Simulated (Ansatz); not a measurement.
The molecule AuH, closed-shell singlet (the spin of the measured ground state). No spin–orbit coupling.

D_e counts from the fitted minimum to each atom's lowest state at the same level, without counterpoise. The singlet is restricted.

Correlated levels freeze the inner cores; with def2 sets outer-core shells near the valence are correlated too. CBS(a, b) extrapolates the correlation energy as X⁻³ and adds the Hartree–Fock energy of set b.

Run with Ansatz (Gaussian orbitals).  In def2 rows elements past Kr take small-core potentials, without spin–orbit coupling.

```tsv
level	bond energy D_e (kJ/mol)
SVWN5/def2-TZVPP	365.6
PBE/def2-TZVPP	307.4
B97M-V/def2-TZVPP	293.8
BHLYP/def2-TZVPP	?
CAM-B3LYP/def2-TZVPP	291.0
wB97X-V/def2-TZVPP	287.3
wB97M-V/def2-TZVPP	289.2
CCSD(T)/def2-TZVPP	303.3
CCSD(T)/CBS(def2-TZVPP, def2-QZVPP)	?
```

Fill in the missing entries.


- BHLYP/def2-TZVPP, bond energy D_e (kJ/mol): 270.1
- CCSD(T)/CBS(def2-TZVPP, def2-QZVPP), bond energy D_e (kJ/mol): 320.7

Ansatz is a first-principles code.
